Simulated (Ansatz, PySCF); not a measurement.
Bond stretch in H4OSi, SMILES O[SiH3]. The O2–H6 bond (O2 also carries Si; H6 carries nothing else) is pulled apart rigidly from the PBE0/def2-TZVP optimised geometry.

- UHF/cc-pVTZ (Ansatz, an electronic-structure program)
- RHF/cc-pVTZ (Ansatz)
- UKS-PBE = unrestricted PBE/cc-pVTZ (Ansatz)
- RKS-PBE = Ansatz with restricted PBE/cc-pVTZ
- UKS-PBE0 = unrestricted PBE0/cc-pVTZ (Ansatz)
- RKS-PBE0 = restricted PBE0/cc-pVTZ (Ansatz)
- UKS-B3LYP/6-31G* = unrestricted B3LYP/6-31G*, spherical d (PySCF 2.14.0)
- RKS-B3LYP/6-31G* = PySCF with restricted B3LYP/6-31G*, spherical d
- UKS-B3LYP/LANL2DZ = unrestricted B3LYP/LANL2DZ, with its core potentials past Ne (PySCF)
- RKS-B3LYP/LANL2DZ = PySCF with restricted B3LYP/LANL2DZ, with its core potentials past Ne
- UKS-B3LYP/6-311+G** = unrestricted B3LYP/6-311+G**, spherical d (PySCF)
- RKS-B3LYP/6-311+G** = restricted B3LYP/6-311+G**, spherical d (PySCF)

Scanned distances (Å): 0.77, 0.81, 0.86, 0.91, 0.92, 0.96, 0.98, 1.01, 1.06, 1.10, 1.18, 1.30, 1.42, 1.59, 1.73, 1.91, 2.13, 2.33, 2.62, 2.85, 3.35.

Question: Where does the unrestricted solution first break spin symmetry (<S²> of 0.01 or more)?

Answer: UHF: between 1.30 and 1.42 Å; UKS-PBE: between 1.73 and 1.91 Å; UKS-PBE0: between 1.59 and 1.73 Å; UKS-B3LYP/6-31G*: between 1.59 and 1.73 Å; UKS-B3LYP/LANL2DZ: between 1.59 and 1.73 Å; UKS-B3LYP/6-311+G**: between 1.59 and 1.73 Å.

```json
[
 {"R / Å": "0.77", "<S²> UHF": "0.00", "E(RHF) − E(UHF) / kcal/mol": "0.0", "<S²> UKS-PBE": "0.00", "E(RKS-PBE) − E(UKS-PBE) / kcal/mol": "0.0", "<S²> UKS-PBE0": "0.00", "E(RKS-PBE0) − E(UKS-PBE0) / kcal/mol": "0.0", "<S²> UKS-B3LYP/6-31G*": "0.00", "E(RKS-B3LYP/6-31G*) − E(UKS-B3LYP/6-31G*) / kcal/mol": "0.0", "<S²> UKS-B3LYP/LANL2DZ": "0.00", "E(RKS-B3LYP/LANL2DZ) − E(UKS-B3LYP/LANL2DZ) / kcal/mol": "0.0", "<S²> UKS-B3LYP/6-311+G**": "0.00", "E(RKS-B3LYP/6-311+G**) − E(UKS-B3LYP/6-311+G**) / kcal/mol": "0.0"},
 {"R / Å": "0.81", "<S²> UHF": "0.00", "E(RHF) − E(UHF) / kcal/mol": "0.0", "<S²> UKS-PBE": "0.00", "E(RKS-PBE) − E(UKS-PBE) / kcal/mol": "0.0", "<S²> UKS-PBE0": "0.00", "E(RKS-PBE0) − E(UKS-PBE0) / kcal/mol": "0.0", "<S²> UKS-B3LYP/6-31G*": "0.00", "E(RKS-B3LYP/6-31G*) − E(UKS-B3LYP/6-31G*) / kcal/mol": "0.0", "<S²> UKS-B3LYP/LANL2DZ": "0.00", "E(RKS-B3LYP/LANL2DZ) − E(UKS-B3LYP/LANL2DZ) / kcal/mol": "0.0", "<S²> UKS-B3LYP/6-311+G**": "0.00", "E(RKS-B3LYP/6-311+G**) − E(UKS-B3LYP/6-311+G**) / kcal/mol": "0.0"},
 {"R / Å": "0.86", "<S²> UHF": "0.00", "E(RHF) − E(UHF) / kcal/mol": "0.0", "<S²> UKS-PBE": "0.00", "E(RKS-PBE) − E(UKS-PBE) / kcal/mol": "0.0", "<S²> UKS-PBE0": "0.00", "E(RKS-PBE0) − E(UKS-PBE0) / kcal/mol": "0.0", "<S²> UKS-B3LYP/6-31G*": "0.00", "E(RKS-B3LYP/6-31G*) − E(UKS-B3LYP/6-31G*) / kcal/mol": "0.0", "<S²> UKS-B3LYP/LANL2DZ": "0.00", "E(RKS-B3LYP/LANL2DZ) − E(UKS-B3LYP/LANL2DZ) / kcal/mol": "0.0", "<S²> UKS-B3LYP/6-311+G**": "0.00", "E(RKS-B3LYP/6-311+G**) − E(UKS-B3LYP/6-311+G**) / kcal/mol": "0.0"},
 {"R / Å": "0.91", "<S²> UHF": "0.00", "E(RHF) − E(UHF) / kcal/mol": "0.0", "<S²> UKS-PBE": "0.00", "E(RKS-PBE) − E(UKS-PBE) / kcal/mol": "0.0", "<S²> UKS-PBE0": "0.00", "E(RKS-PBE0) − E(UKS-PBE0) / kcal/mol": "0.0", "<S²> UKS-B3LYP/6-31G*": "0.00", "E(RKS-B3LYP/6-31G*) − E(UKS-B3LYP/6-31G*) / kcal/mol": "0.0", "<S²> UKS-B3LYP/LANL2DZ": "0.00", "E(RKS-B3LYP/LANL2DZ) − E(UKS-B3LYP/LANL2DZ) / kcal/mol": "0.0", "<S²> UKS-B3LYP/6-311+G**": "0.00", "E(RKS-B3LYP/6-311+G**) − E(UKS-B3LYP/6-311+G**) / kcal/mol": "0.0"},
 {"R / Å": "0.92", "<S²> UHF": "0.00", "E(RHF) − E(UHF) / kcal/mol": "0.0", "<S²> UKS-PBE": "0.00", "E(RKS-PBE) − E(UKS-PBE) / kcal/mol": "0.0", "<S²> UKS-PBE0": "0.00", "E(RKS-PBE0) − E(UKS-PBE0) / kcal/mol": "0.0", "<S²> UKS-B3LYP/6-31G*": "0.00", "E(RKS-B3LYP/6-31G*) − E(UKS-B3LYP/6-31G*) / kcal/mol": "0.0", "<S²> UKS-B3LYP/LANL2DZ": "0.00", "E(RKS-B3LYP/LANL2DZ) − E(UKS-B3LYP/LANL2DZ) / kcal/mol": "0.0", "<S²> UKS-B3LYP/6-311+G**": "0.00", "E(RKS-B3LYP/6-311+G**) − E(UKS-B3LYP/6-311+G**) / kcal/mol": "0.0"},
 {"R / Å": "0.96", "<S²> UHF": "0.00", "E(RHF) − E(UHF) / kcal/mol": "0.0", "<S²> UKS-PBE": "0.00", "E(RKS-PBE) − E(UKS-PBE) / kcal/mol": "0.0", "<S²> UKS-PBE0": "0.00", "E(RKS-PBE0) − E(UKS-PBE0) / kcal/mol": "0.0", "<S²> UKS-B3LYP/6-31G*": "0.00", "E(RKS-B3LYP/6-31G*) − E(UKS-B3LYP/6-31G*) / kcal/mol": "0.0", "<S²> UKS-B3LYP/LANL2DZ": "0.00", "E(RKS-B3LYP/LANL2DZ) − E(UKS-B3LYP/LANL2DZ) / kcal/mol": "0.0", "<S²> UKS-B3LYP/6-311+G**": "0.00", "E(RKS-B3LYP/6-311+G**) − E(UKS-B3LYP/6-311+G**) / kcal/mol": "0.0"},
 {"R / Å": "0.98", "<S²> UHF": "0.00", "E(RHF) − E(UHF) / kcal/mol": "0.0", "<S²> UKS-PBE": "0.00", "E(RKS-PBE) − E(UKS-PBE) / kcal/mol": "0.0", "<S²> UKS-PBE0": "0.00", "E(RKS-PBE0) − E(UKS-PBE0) / kcal/mol": "0.0", "<S²> UKS-B3LYP/6-31G*": "0.00", "E(RKS-B3LYP/6-31G*) − E(UKS-B3LYP/6-31G*) / kcal/mol": "0.0", "<S²> UKS-B3LYP/LANL2DZ": "0.00", "E(RKS-B3LYP/LANL2DZ) − E(UKS-B3LYP/LANL2DZ) / kcal/mol": "0.0", "<S²> UKS-B3LYP/6-311+G**": "0.00", "E(RKS-B3LYP/6-311+G**) − E(UKS-B3LYP/6-311+G**) / kcal/mol": "0.0"},
 {"R / Å": "1.01", "<S²> UHF": "0.00", "E(RHF) − E(UHF) / kcal/mol": "0.0", "<S²> UKS-PBE": "0.00", "E(RKS-PBE) − E(UKS-PBE) / kcal/mol": "0.0", "<S²> UKS-PBE0": "0.00", "E(RKS-PBE0) − E(UKS-PBE0) / kcal/mol": "0.0", "<S²> UKS-B3LYP/6-31G*": "0.00", "E(RKS-B3LYP/6-31G*) − E(UKS-B3LYP/6-31G*) / kcal/mol": "0.0", "<S²> UKS-B3LYP/LANL2DZ": "0.00", "E(RKS-B3LYP/LANL2DZ) − E(UKS-B3LYP/LANL2DZ) / kcal/mol": "0.0", "<S²> UKS-B3LYP/6-311+G**": "0.00", "E(RKS-B3LYP/6-311+G**) − E(UKS-B3LYP/6-311+G**) / kcal/mol": "0.0"},
 {"R / Å": "1.06", "<S²> UHF": "0.00", "E(RHF) − E(UHF) / kcal/mol": "0.0", "<S²> UKS-PBE": "0.00", "E(RKS-PBE) − E(UKS-PBE) / kcal/mol": "0.0", "<S²> UKS-PBE0": "0.00", "E(RKS-PBE0) − E(UKS-PBE0) / kcal/mol": "0.0", "<S²> UKS-B3LYP/6-31G*": "0.00", "E(RKS-B3LYP/6-31G*) − E(UKS-B3LYP/6-31G*) / kcal/mol": "0.0", "<S²> UKS-B3LYP/LANL2DZ": "0.00", "E(RKS-B3LYP/LANL2DZ) − E(UKS-B3LYP/LANL2DZ) / kcal/mol": "0.0", "<S²> UKS-B3LYP/6-311+G**": "0.00", "E(RKS-B3LYP/6-311+G**) − E(UKS-B3LYP/6-311+G**) / kcal/mol": "0.0"},
 {"R / Å": "1.10", "<S²> UHF": "0.00", "E(RHF) − E(UHF) / kcal/mol": "0.0", "<S²> UKS-PBE": "0.00", "E(RKS-PBE) − E(UKS-PBE) / kcal/mol": "0.0", "<S²> UKS-PBE0": "0.00", "E(RKS-PBE0) − E(UKS-PBE0) / kcal/mol": "0.0", "<S²> UKS-B3LYP/6-31G*": "0.00", "E(RKS-B3LYP/6-31G*) − E(UKS-B3LYP/6-31G*) / kcal/mol": "0.0", "<S²> UKS-B3LYP/LANL2DZ": "0.00", "E(RKS-B3LYP/LANL2DZ) − E(UKS-B3LYP/LANL2DZ) / kcal/mol": "0.0", "<S²> UKS-B3LYP/6-311+G**": "0.00", "E(RKS-B3LYP/6-311+G**) − E(UKS-B3LYP/6-311+G**) / kcal/mol": "0.0"},
 {"R / Å": "1.18", "<S²> UHF": "0.00", "E(RHF) − E(UHF) / kcal/mol": "0.0", "<S²> UKS-PBE": "0.00", "E(RKS-PBE) − E(UKS-PBE) / kcal/mol": "0.0", "<S²> UKS-PBE0": "0.00", "E(RKS-PBE0) − E(UKS-PBE0) / kcal/mol": "0.0", "<S²> UKS-B3LYP/6-31G*": "0.00", "E(RKS-B3LYP/6-31G*) − E(UKS-B3LYP/6-31G*) / kcal/mol": "0.0", "<S²> UKS-B3LYP/LANL2DZ": "0.00", "E(RKS-B3LYP/LANL2DZ) − E(UKS-B3LYP/LANL2DZ) / kcal/mol": "0.0", "<S²> UKS-B3LYP/6-311+G**": "0.00", "E(RKS-B3LYP/6-311+G**) − E(UKS-B3LYP/6-311+G**) / kcal/mol": "0.0"},
 {"R / Å": "1.30", "<S²> UHF": "0.00", "E(RHF) − E(UHF) / kcal/mol": "0.0", "<S²> UKS-PBE": "0.00", "E(RKS-PBE) − E(UKS-PBE) / kcal/mol": "0.0", "<S²> UKS-PBE0": "0.00", "E(RKS-PBE0) − E(UKS-PBE0) / kcal/mol": "0.0", "<S²> UKS-B3LYP/6-31G*": "0.00", "E(RKS-B3LYP/6-31G*) − E(UKS-B3LYP/6-31G*) / kcal/mol": "0.0", "<S²> UKS-B3LYP/LANL2DZ": "0.00", "E(RKS-B3LYP/LANL2DZ) − E(UKS-B3LYP/LANL2DZ) / kcal/mol": "0.0", "<S²> UKS-B3LYP/6-311+G**": "0.00", "E(RKS-B3LYP/6-311+G**) − E(UKS-B3LYP/6-311+G**) / kcal/mol": "0.0"},
 {"R / Å": "1.42", "<S²> UHF": "0.16", "E(RHF) − E(UHF) / kcal/mol": "0.6", "<S²> UKS-PBE": "0.00", "E(RKS-PBE) − E(UKS-PBE) / kcal/mol": "0.0", "<S²> UKS-PBE0": "0.00", "E(RKS-PBE0) − E(UKS-PBE0) / kcal/mol": "0.0", "<S²> UKS-B3LYP/6-31G*": "0.00", "E(RKS-B3LYP/6-31G*) − E(UKS-B3LYP/6-31G*) / kcal/mol": "0.0", "<S²> UKS-B3LYP/LANL2DZ": "0.00", "E(RKS-B3LYP/LANL2DZ) − E(UKS-B3LYP/LANL2DZ) / kcal/mol": "0.0", "<S²> UKS-B3LYP/6-311+G**": "0.00", "E(RKS-B3LYP/6-311+G**) − E(UKS-B3LYP/6-311+G**) / kcal/mol": "0.0"},
 {"R / Å": "1.59", "<S²> UHF": "0.59", "E(RHF) − E(UHF) / kcal/mol": "12.5", "<S²> UKS-PBE": "0.00", "E(RKS-PBE) − E(UKS-PBE) / kcal/mol": "0.0", "<S²> UKS-PBE0": "0.00", "E(RKS-PBE0) − E(UKS-PBE0) / kcal/mol": "0.0", "<S²> UKS-B3LYP/6-31G*": "0.00", "E(RKS-B3LYP/6-31G*) − E(UKS-B3LYP/6-31G*) / kcal/mol": "0.0", "<S²> UKS-B3LYP/LANL2DZ": "0.00", "E(RKS-B3LYP/LANL2DZ) − E(UKS-B3LYP/LANL2DZ) / kcal/mol": "0.0", "<S²> UKS-B3LYP/6-311+G**": "0.00", "E(RKS-B3LYP/6-311+G**) − E(UKS-B3LYP/6-311+G**) / kcal/mol": "0.0"},
 {"R / Å": "1.73", "<S²> UHF": "0.77", "E(RHF) − E(UHF) / kcal/mol": "27.3", "<S²> UKS-PBE": "0.00", "E(RKS-PBE) − E(UKS-PBE) / kcal/mol": "0.0", "<S²> UKS-PBE0": "0.27", "E(RKS-PBE0) − E(UKS-PBE0) / kcal/mol": "1.3", "<S²> UKS-B3LYP/6-31G*": "0.19", "E(RKS-B3LYP/6-31G*) − E(UKS-B3LYP/6-31G*) / kcal/mol": "0.7", "<S²> UKS-B3LYP/LANL2DZ": "0.20", "E(RKS-B3LYP/LANL2DZ) − E(UKS-B3LYP/LANL2DZ) / kcal/mol": "0.9", "<S²> UKS-B3LYP/6-311+G**": "0.18", "E(RKS-B3LYP/6-311+G**) − E(UKS-B3LYP/6-311+G**) / kcal/mol": "0.7"},
 {"R / Å": "1.91", "<S²> UHF": "0.89", "E(RHF) − E(UHF) / kcal/mol": "47.2", "<S²> UKS-PBE": "0.36", "E(RKS-PBE) − E(UKS-PBE) / kcal/mol": "1.8", "<S²> UKS-PBE0": "0.58", "E(RKS-PBE0) − E(UKS-PBE0) / kcal/mol": "7.9", "<S²> UKS-B3LYP/6-31G*": "0.50", "E(RKS-B3LYP/6-31G*) − E(UKS-B3LYP/6-31G*) / kcal/mol": "5.7", "<S²> UKS-B3LYP/LANL2DZ": "0.51", "E(RKS-B3LYP/LANL2DZ) − E(UKS-B3LYP/LANL2DZ) / kcal/mol": "5.9", "<S²> UKS-B3LYP/6-311+G**": "0.49", "E(RKS-B3LYP/6-311+G**) − E(UKS-B3LYP/6-311+G**) / kcal/mol": "5.4"},
 {"R / Å": "2.13", "<S²> UHF": "0.95", "E(RHF) − E(UHF) / kcal/mol": "69.3", "<S²> UKS-PBE": "0.65", "E(RKS-PBE) − E(UKS-PBE) / kcal/mol": "7.5", "<S²> UKS-PBE0": "0.79", "E(RKS-PBE0) − E(UKS-PBE0) / kcal/mol": "18.4", "<S²> UKS-B3LYP/6-31G*": "0.74", "E(RKS-B3LYP/6-31G*) − E(UKS-B3LYP/6-31G*) / kcal/mol": "14.4", "<S²> UKS-B3LYP/LANL2DZ": "0.74", "E(RKS-B3LYP/LANL2DZ) − E(UKS-B3LYP/LANL2DZ) / kcal/mol": "14.7", "<S²> UKS-B3LYP/6-311+G**": "0.73", "E(RKS-B3LYP/6-311+G**) − E(UKS-B3LYP/6-311+G**) / kcal/mol": "13.8"},
 {"R / Å": "2.33", "<S²> UHF": "0.98", "E(RHF) − E(UHF) / kcal/mol": "86.3", "<S²> UKS-PBE": "0.79", "E(RKS-PBE) − E(UKS-PBE) / kcal/mol": "13.3", "<S²> UKS-PBE0": "0.89", "E(RKS-PBE0) − E(UKS-PBE0) / kcal/mol": "27.6", "<S²> UKS-B3LYP/6-31G*": "0.85", "E(RKS-B3LYP/6-31G*) − E(UKS-B3LYP/6-31G*) / kcal/mol": "22.4", "<S²> UKS-B3LYP/LANL2DZ": "0.85", "E(RKS-B3LYP/LANL2DZ) − E(UKS-B3LYP/LANL2DZ) / kcal/mol": "22.7", "<S²> UKS-B3LYP/6-311+G**": "0.84", "E(RKS-B3LYP/6-311+G**) − E(UKS-B3LYP/6-311+G**) / kcal/mol": "21.5"},
 {"R / Å": "2.62", "<S²> UHF": "1.00", "E(RHF) − E(UHF) / kcal/mol": "105.9", "<S²> UKS-PBE": "0.89", "E(RKS-PBE) − E(UKS-PBE) / kcal/mol": "20.4", "<S²> UKS-PBE0": "0.96", "E(RKS-PBE0) − E(UKS-PBE0) / kcal/mol": "38.6", "<S²> UKS-B3LYP/6-31G*": "0.94", "E(RKS-B3LYP/6-31G*) − E(UKS-B3LYP/6-31G*) / kcal/mol": "32.3", "<S²> UKS-B3LYP/LANL2DZ": "0.94", "E(RKS-B3LYP/LANL2DZ) − E(UKS-B3LYP/LANL2DZ) / kcal/mol": "32.6", "<S²> UKS-B3LYP/6-311+G**": "0.93", "E(RKS-B3LYP/6-311+G**) − E(UKS-B3LYP/6-311+G**) / kcal/mol": "31.0"},
 {"R / Å": "2.85", "<S²> UHF": "1.00", "E(RHF) − E(UHF) / kcal/mol": "118.0", "<S²> UKS-PBE": "0.94", "E(RKS-PBE) − E(UKS-PBE) / kcal/mol": "24.8", "<S²> UKS-PBE0": "0.98", "E(RKS-PBE0) − E(UKS-PBE0) / kcal/mol": "45.3", "<S²> UKS-B3LYP/6-31G*": "0.97", "E(RKS-B3LYP/6-31G*) − E(UKS-B3LYP/6-31G*) / kcal/mol": "38.5", "<S²> UKS-B3LYP/LANL2DZ": "0.97", "E(RKS-B3LYP/LANL2DZ) − E(UKS-B3LYP/LANL2DZ) / kcal/mol": "38.8", "<S²> UKS-B3LYP/6-311+G**": "0.97", "E(RKS-B3LYP/6-311+G**) − E(UKS-B3LYP/6-311+G**) / kcal/mol": "36.8"},
 {"R / Å": "3.35", "<S²> UHF": "1.01", "E(RHF) − E(UHF) / kcal/mol": "136.9", "<S²> UKS-PBE": "0.98", "E(RKS-PBE) − E(UKS-PBE) / kcal/mol": "31.0", "<S²> UKS-PBE0": "1.00", "E(RKS-PBE0) − E(UKS-PBE0) / kcal/mol": "55.1", "<S²> UKS-B3LYP/6-31G*": "1.00", "E(RKS-B3LYP/6-31G*) − E(UKS-B3LYP/6-31G*) / kcal/mol": "47.8", "<S²> UKS-B3LYP/LANL2DZ": "1.00", "E(RKS-B3LYP/LANL2DZ) − E(UKS-B3LYP/LANL2DZ) / kcal/mol": "48.2", "<S²> UKS-B3LYP/6-311+G**": "1.00", "E(RKS-B3LYP/6-311+G**) − E(UKS-B3LYP/6-311+G**) / kcal/mol": "45.5"}
]
```
